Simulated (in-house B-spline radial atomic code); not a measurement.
How numerical settings move a run on Ru3+, [Kr] 4d5. Computed with an all-electron radial atomic-structure program (B-spline basis): non-relativistic CAM-B3LYP, spin-polarised, spherical fractional occupations, point nucleus.

Command:
```bash
python run_scf.py task.json out
```
Settings of the sound reference run:
```
Z                44
electrons        41
configuration    [Kr] 4d5
hamiltonian      nr
method           camb3lyp
spin_polarised   True
knot_spacing     0.22
spline_order     8
gauss_points     12
box_radius       16.22
max_iterations   70
damping          0.5
damped_steps     3
diis_vectors     10
tolerance        1e-08
start            Thomas-Fermi
```

Time taken, with all properties: 0.84 s on 1 thread of Arm Neoverse N1 (shared host).

It converges in 10 iterations to -4441.956210 hartree, with 4d up at -42.719 eV. The other runs change the listed settings, some to values that make no sense; their results aren't properties of the atom or ion. Radii are in bohr (the nuclear one in fm), a minus after a letter asks for a j subshell, and «unchanged» means within 1e-8 hartree. The run stops when the residual is below 10 × tolerance × max(1, Z/10), or a noise floor if that is larger, and the energy moves by less than 1e-8 × √|E| hartree; so very loose and very tight tolerances often act alike.

```tsv
changed settings	outcome
electrons = 42, configuration = [Kr] 4d5 5p-1, max_iterations = 50	stopped with error: j subshells need the Dirac Hamiltonian and l > 0
first_knot = 0.00682, max_iterations = 75, damping = 0, tolerance = 0.0001, start = bare nucleus	converged in 11 iterations, energy +6.94e-07 hartree from the reference, 4d up level +1.7e-04 eV
max_iterations = 100, damped_steps = 1, diis_vectors = 4	converged in 9 iterations, energy unchanged, 4d up level +1.3e-06 eV
damping = 0.2	converged in 10 iterations, energy unchanged, 4d up level -1.2e-06 eV
damped_steps = 8	converged in 13 iterations, energy unchanged, 4d up level +3.9e-06 eV
damping = 0.95	converged in 11 iterations, energy unchanged
damped_steps = 30	converged in 23 iterations, energy unchanged, 4d up level -1.9e-06 eV
electrons = 49, configuration = [Kr] 4d5 6s2 6p6, max_iterations = 100	converged in 14 iterations to -4441.9691 hartree, a different physical problem (warning: 6s up has a positive eigenvalue: unbound, held by the box)
knot_spacing = 0.15, box_radius = 2.43, max_iterations = 3, damping = 0.2	not converged after 3 iterations, last residual 4.7e-02, last energy +1.37e+00 hartree from the reference
damped_steps = 0	converged in 8 iterations, energy unchanged, 4d up level +6.7e-07 eV
damping = 0.8	converged in 11 iterations, energy unchanged, 4d up level -3.3e-06 eV
```

Task: What happens with max_iterations = 100, damped_steps = 1, start = bare nucleus?

Result: Converged in 11 iterations, energy unchanged, 4d up level -4.0e-06 eV.

Task: What happens with start = bare nucleus?

Result: Converged in 11 iterations, energy unchanged, 4d up level -3.5e-07 eV.

Task: What happens with hamiltonian = dirac, method = hf, spin_polarised = False, nucleus = fermi, rms_radius = 4.4809, mass_number = 102, atomic_mass = 101.9043, speed_of_light = 39.61711?

Result: Converged in 10 iterations to -5796.4417 hartree, a different physical problem.

Task: What happens with damping = 0?

Result: Converged in 10 iterations, energy unchanged, 4d up level -9.5e-06 eV.
